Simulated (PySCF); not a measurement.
**Gas-phase thermal properties of LiOH**

Energies from PySCF (xtb for GFN2), thermal terms from the rigid-rotor harmonic-oscillator model, ideal gas at 1 bar. Table values come from the NASA 1993 polynomials. 6-31G* has spherical d functions here. All species are closed-shell singlets. B3LYP is the form with VWN-RPA correlation. The harmonic model lacks anharmonicity and excited electronic states, which grow with temperature; levels with a mode under 35 cm⁻¹ are left out. The table's entry may be an old estimate for LiOH (not checked at source).

```json
[
 {"level": "table", "point group": "-", "σ": "-", "ZPE (kJ/mol)": "-", "S°298 (J/mol/K)": "210.7", "Cp298 (J/mol/K)": "46.2", "S°1000 (J/mol/K)": "272.2", "H1000 − H298 (kJ/mol)": "36.2"},
 {"level": "B3LYP/6-31G*", "point group": "C∞v", "σ": "1", "ZPE (kJ/mol)": "32.6", "S°298 (J/mol/K)": "213.9", "Cp298 (J/mol/K)": "45.2", "S°1000 (J/mol/K)": "274.0", "H1000 − H298 (kJ/mol)": "35.4"},
 {"level": "GFN2-xTB", "point group": "C∞v", "σ": "1", "ZPE (kJ/mol)": "33.3", "S°298 (J/mol/K)": "207.0", "Cp298 (J/mol/K)": "43.0", "S°1000 (J/mol/K)": "266.3", "H1000 − H298 (kJ/mol)": "35.1"},
 {"level": "HF/6-31G*", "point group": "C∞v", "σ": "1", "ZPE (kJ/mol)": "35.0", "S°298 (J/mol/K)": "212.4", "Cp298 (J/mol/K)": "44.7", "S°1000 (J/mol/K)": "272.1", "H1000 − H298 (kJ/mol)": "35.2"},
 {"level": "PBE/def2-SVP", "point group": "C∞v", "σ": "1", "ZPE (kJ/mol)": "34.6", "S°298 (J/mol/K)": "206.8", "Cp298 (J/mol/K)": "42.2", "S°1000 (J/mol/K)": "265.3", "H1000 − H298 (kJ/mol)": "34.6"},
 {"level": "PBE0/def2-TZVP", "point group": "C∞v", "σ": "1", "ZPE (kJ/mol)": "34.6", "S°298 (J/mol/K)": "208.8", "Cp298 (J/mol/K)": "43.5", "S°1000 (J/mol/K)": "268.1", "H1000 − H298 (kJ/mol)": "35.0"}
]
```
σ: rotational symmetry number. Electronic degeneracy used: 1. Frequencies are unscaled.
